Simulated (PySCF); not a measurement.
Spectrum to structure. Theory: TDDFT PBE0/def2-SVPD, vertical, gas phase, core orbitals frozen in the response in PySCF 2.14.0, density-fitted response routines. Geometries: GFN2-xTB, one conformer each.

```tsv
state	ν̃ (cm⁻¹)	f	main configurations (H = HOMO, L = LUMO)
S1	55940	0.022	H→L (82%), H→L+1 (15%)
S2	61180	0.0024	H→L+1 (77%), H→L (15%)
S3	62230	0.0032	H→L+2 (92%)
S4	67240	0.021	H→L+3 (93%)
S5	70610	0.0074	H→L+4 (56%), H→L+5 (34%)
S6	71330	0.0073	H→L+5 (57%), H→L+4 (31%)
S7	73890	0.0026	H→L+6 (79%)
S8	75110	0.0025	H-1→L (79%), H-1→L+1 (18%)
```

Task: Which structure fits?
A. `CC[C@H](N)C(F)(F)F`
B. `CN[C@H](C)C(F)F`
C. `Nc1nccc(c1)C#N`
D. `C[C@H](NC)C(F)(F)F`

Result: A. Its S1, at 6.94 eV, is the highest among the candidates; the nearest of the others has S1 at 6.30 eV. S1 is HOMO→LUMO (82%), HOMO→LUMO+1 (15%). Löwdin shares by element: HOMO nitrogen 64%, carbon 16% or more, hydrogen 6% or more (atoms not listed hold the other 15%); LUMO carbon 19% or more, hydrogen 18% or more (atoms not listed hold the other 63%). At the same level the other candidates give, for their lowest levels:
- `CN[C@@H](C)C(F)(F)F`: 6.30 eV (f 0.004); 7.15 eV (f 0.004); 7.23 eV (f 0.059); 7.74 eV (f 0.029); 7.99 eV (f 0.015); T1 6.07 eV; HOMO -7.04, LUMO 0.56 eV
- `CN[C@H](C)C(F)F`: 6.09 eV (f 0.005); 6.75 eV (f 0.010); 6.88 eV (f 0.018); 7.20 eV (f 0.018); 7.72 eV (f 0.006); T1 5.87 eV; HOMO -6.74, LUMO 0.67 eV
- `N#Cc1ccnc(N)c1`: 4.18 eV (f 0.066); 4.65 eV (f 0.002); 5.62 eV (f 0.070); 5.75 eV (f 0.000); 6.15 eV (f 0.082); T1 3.15 eV; HOMO -6.89, LUMO -1.90 eV

Conformer computed: `[CH3:1][CH2:2][C@H:3]([NH2:4])[C:5]([F:6])([F:7])[F:8]`: C1–C2–C3–N4 -158°, C2–C3–C5–F6 177°, H–N4–C3–C2 179°, H–N4–C3–C2 -60°.
Triplets come from the Tamm–Dancoff approximation.

Without π bonds the low states may be Rydberg-like; a valence basis with one diffuse set may place them up to an eV too high.
